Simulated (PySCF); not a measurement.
# Low-lying terms of Cl⁵⁺ (chlorine, charge +5)

Ground state [Ne] 3s2, ¹S. Calculation: PySCF 2.14, in aug-cc-pV(T+d)Z with one added diffuse shell each of s, p, d, f type (7s6p5d3f, 71 functions); the non-relativistic Hamiltonian (point nucleus). Vertical excitation energies in eV without spin-orbit coupling; excited terms of each kind are numbered among those the solver found. Frozen: [He] 2s2.

```csv
term,leading excitation,EOM-EE-CCSD
1 3P°,3s → p,12.192
1 1P°,3s → p,18.470
1 3D,3s → d,35.003
1 1D,3s → d,40.337
1 3S,3s → s,50.327
1 1S,3s → s,51.583
2 1P°,3s → p,55.604
2 3P°,3s → p,56.133
2 3D,3s → d,63.255
2 1D,3s → d,63.436
1 3F°,3s → f,65.580
1 1F°,3s → f,66.562
```

Doubly excited terms such as np² are absent. The solver can miss terms.
